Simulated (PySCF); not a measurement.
Isomers of C8H12O2, from PBE0-D3(BJ)/def2-SVP geometry optimisation, gas phase (PySCF 2.14.0). One conformer each, no zero-point energy, no frequencies.

Task: Which isomer lies lowest at this level?
A. `[O:1]=[CH:2][O:3][C@@H:4]1[CH2:5][CH2:6][C:7]2([CH2:8][CH2:9]2)[CH2:10]1` with O1–C2–O3–C4 -1°, C2–O3–C4–C5 -165°, O3–C4–C5–C6 -162°, C4–C5–C6–C7 40°, C5–C6–C7–C8 117°, C6–C7–C8–C9 111°: A = 2858, B = 800.5, C = 701.2 MHz, dipole 1.94 D
B. `[CH3:1][CH2:2][C@@H:3]1[CH2:4][C:5](=[O:6])[CH2:7][CH2:8][C:9]1=[O:10]` with C1–C2–C3–C4 -179°, C2–C3–C4–C5 -70°, C3–C4–C5–O6 128°, C4–C5–C7–C8 49°, C5–C7–C8–C9 -46°: A = 1864, B = 1123, C = 876.4 MHz, dipole 0.39 D
C. `[CH2:1]=[C:2]1[CH2:3][CH2:4][CH2:5][C@H:6]([C:7](=[O:8])[OH:9])[CH2:10]1` with C5–C6–C7–O8 -104°, C6–C7–O9–H -178°, C1–C2–C3–C4 126°, C2–C3–C4–C5 53°, C3–C4–C5–C6 -55°, C4–C5–C6–C7 179°: A = 2423, B = 880.0, C = 725.9 MHz, dipole 1.75 D
D. `[CH3:1][C@@:2]1([O:3][CH:4]=[O:5])[CH2:6][CH:7]=[CH:8][CH2:9][CH2:10]1` with C1–C2–O3–C4 63°, C2–O3–C4–O5 -1°, C1–C2–C6–C7 167°, C2–C6–C7–C8 -14°, C7–C8–C9–C10 -15°, C8–C9–C10–C2 46°: A = 2122, B = 1126, C = 1024 MHz, dipole 2.04 D

Result: C. That is `C=C1CCC[C@H](C(=O)O)C1`, 7.6 kcal/mol below the next.

```tsv
SMILES	mapped SMILES	E (Eh)	relative (kcal/mol)	relative (kJ/mol)	dipole (D)
C=C1CCC[C@H](C(=O)O)C1	[CH2:1]=[C:2]1[CH2:3][CH2:4][CH2:5][C@H:6]([C:7](=[O:8])[OH:9])[CH2:10]1	-461.69404	0.0	0.0	1.75
CC[C@@H]1CC(=O)CCC1=O	[CH3:1][CH2:2][C@@H:3]1[CH2:4][C:5](=[O:6])[CH2:7][CH2:8][C:9]1=[O:10]	-461.68191	7.6	31.8	0.39
C[C@@]1(OC=O)CC=CCC1	[CH3:1][C@@:2]1([O:3][CH:4]=[O:5])[CH2:6][CH:7]=[CH:8][CH2:9][CH2:10]1	-461.67565	11.5	48.3	2.04
O=CO[C@@H]1CCC2(CC2)C1	[O:1]=[CH:2][O:3][C@@H:4]1[CH2:5][CH2:6][C:7]2([CH2:8][CH2:9]2)[CH2:10]1	-461.65946	21.7	90.8	1.94
```

As drawn, the lowest has an O–H bond and a C=C bond outside aromatic rings, which the highest lacks; the highest has a three-membered ring and a quaternary carbon, which the lowest lacks.
